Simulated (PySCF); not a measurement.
C₆H₆O, SMILES C([C@@H]1COC=C1)#C.

Coordinates come from a PBE-D3(BJ)/def2-SVP optimisation. The structure was generated by enumeration; whether it is a known compound was not checked. One conformer was computed; it need not be the lowest.

Two levels are set side by side: PBE/def2-TZVP (PySCF) and HF/def2-TZVP (PySCF). Same geometry, gas phase. Differences are taken from unrounded values.

```json
[
 {"quantity": "orbital gap (eV)", "HF": "12.92"},
 {"quantity": "highest occupied level (eV)", "HF": "-9.16"},
 {"quantity": "lowest empty level (eV)", "HF": "3.76"},
 {"quantity": "dipole moment (D)", "HF": "0.63"},
 {"quantity": "mean polarisability (bohr³)", "HF": "66.9"}
]
```

Problem. What does PBE give, and how far is it from HF? (An estimate is asked for; the answer gives what the named calculation found.)

Solution. 
```tsv
quantity	PBE	PBE minus HF
orbital gap (eV)	4.59	-8.33
highest occupied level (eV)	-5.27	3.89
lowest empty level (eV)	-0.68	-4.44
dipole moment (D)	0.41	-0.21
mean polarisability (bohr³)	71.4	4.5
```

Without exact exchange PBE keeps part of each electron's self-repulsion, which lifts occupied levels and narrows the gap. Loosely held outer electrons make PBE densities more polarisable. Differences between two approximate levels are no errors against the true value.

Rough cost on one machine, each run with all the roots and properties that it gave: HF against PBE about 1/3.
